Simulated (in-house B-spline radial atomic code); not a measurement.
Configurations of Ca4+, with energies counted from [Ne] 3s2 3p4. Level of theory: non-relativistic wB97X, spin-polarised, spherical fractional occupations, exact exchange averaged over the configuration, point nucleus; calculated with a radial B-spline atomic code at the basis-set limit. Shells without spins written out take the highest spin.

| configuration | E - E(ref) (eV) | highest orbital | its <r> (bohr) |
| --- | --- | --- | --- |
| [Ne] 3s2 3p3 4d1 | 56.921 | 4d up | 3.218 |
| [Ne] 3s1 3p4 4p1 | 68.383 | 4p up | 2.721 |
| [Ne] 3s1 3p4 4d1 | 76.749 | 4d up | 3.208 |

Problem. Order these further configurations by energy, lowest first.
A. [Ne] 3s2 3p3 4p1
B. [Ne] 3s2 3p3 4f1
C. [Ne] 3s2 3p3 3d1
D. [Ne] 3s1 3p4 4s1

Solution. C (25.506 eV), A (48.572 eV), B (62.31 eV), D (62.544 eV).
